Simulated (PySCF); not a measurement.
## Peak assignment

Cartesian coordinates in Å; atom numbers follow the order of the lines, from 1:
```xyz
33

Si    0.0182   -0.0096   -0.0692
O     0.0890    0.0492    1.5712
C     0.8695    0.9403    2.3380
C     1.2542    0.2843    3.6431
H     1.7714    1.2362    1.7740
H     0.2876    1.8603    2.5306
H     1.8349    0.9773    4.2707
H     0.3565   -0.0217    4.2010
H     1.8649   -0.6127    3.4595
O     1.5413    0.2814   -0.6121
C     1.8934    0.5893   -1.9433
C     3.2551    1.2416   -1.9646
H     1.9037   -0.3373   -2.5465
H     1.1360    1.2586   -2.3884
H     3.5618    1.4696   -2.9967
H     3.2424    2.1800   -1.3901
H     4.0087    0.5771   -1.5159
O    -0.9474    1.1153   -0.7784
C    -2.3574    1.0884   -0.7974
C    -2.8630    1.9517   -1.9285
H    -2.7145    0.0496   -0.9141
H    -2.7468    1.4592    0.1690
H    -3.9634    1.9630   -1.9481
H    -2.5057    2.9861   -1.8138
H    -2.5010    1.5709   -2.8954
O    -0.6082   -1.4770   -0.4567
C    -0.3904   -2.6908    0.2281
C    -1.7042   -3.4073    0.4374
H     0.2962   -3.3167   -0.3696
H     0.0981   -2.5005    1.1998
H    -1.5444   -4.3802    0.9270
H    -2.3746   -2.8060    1.0700
H    -2.2063   -3.5814   -0.5262
```

PySCF calculation with geometry from PBE0-D3(BJ)/def2-SVP and NMR shieldings at KT2/pcSseg-1/GIAO; one computed conformer, no relativistic terms, gas phase, averaged over atoms made equivalent by symmetry, fast rotation or ring inversion.

Chemical shifts δ = σref − σ; 13C (σ = 183.22 ppm) and 1H (σ = 31.18 ppm) vs TMS, all at this level.

(1) Assign these signals to the numbered atoms. 13C{1H} NMR (computed): δ 62.7, 20.0.

(2) Assign these signals to the numbered atoms. 1H NMR (400 MHz, computed): δ 3.99 (q, 8H), 1.17 (t, 12H).

Results:

(1) 
62.7 → C3/C11/C19/C27, carbon bonded to C, O, 2 H
20.0 → C4/C12/C20/C28, carbon bonded to C, 3 H

(2) 
| δ (ppm) | atoms | environment | reason |
| --- | --- | --- | --- |
| 3.99 | H5/H6/H13/H14/H21/H22/H29/H30 | hydrogen on a carbon bonded to C, O | – |
| 1.17 | H7/H8/H9/H15/H16/H17/H23/H24/H25/H31/H32/H33 | hydrogen on a carbon bonded to C | – |

Shifts are as computed. Against solution values, carbons near 30 ppm lie about +2 ppm off and those near 130 ppm about -5 ppm. Of 1313 compounds with measured shifts, 239 miss one by over three times the rms of a fit or turn the order of signals round; such compounds aren't used in these exercises. Multiplicities follow the n + 1 count of equivalent neighbours, as no J values were calculated; m marks all less simple cases, F and P coupling included.
